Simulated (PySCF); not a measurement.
C₂H₅BF₂O, SMILES FCB(F)OC. Atoms are numbered in the order given.

```xyz
11

C     -2.3455     0.1857     0.6643
O     -0.9742     0.4867     0.7880
B     -0.0273    -0.0189    -0.0187
F     -0.3455    -0.8547    -1.0042
C      1.4732     0.4033     0.2323
F      2.3431    -0.1803    -0.6571
H     -2.7039    -0.2550     1.6065
H     -2.9043     1.1158     0.4818
H     -2.5390    -0.5178    -0.1591
H      1.7674     0.1346     1.2643
H      1.5654     1.5038     0.1684
```

Geometry optimised at PBE0-D3(BJ)/def2-SVP. The structure was generated by enumeration, and PubChem lists no compound with its InChIKey, so it may never have been made. Other conformers were not sampled.

Vertical ionisation energy (IE) and electron affinity (EA) in eV. Rows of orbital energies are one-electron estimates. Where ΔSCF, EOM or ADC give a negative EA the extra electron is unbound and the value depends on the basis.

```csv
level,IE,EA
"−ε(HOMO), −ε(LUMO), B3LYP/def2-TZVP (PySCF)",8.83,-0.41
"−ε(HOMO), −ε(LUMO), PBE/def2-TZVP (PySCF)",7.33,0.33
```
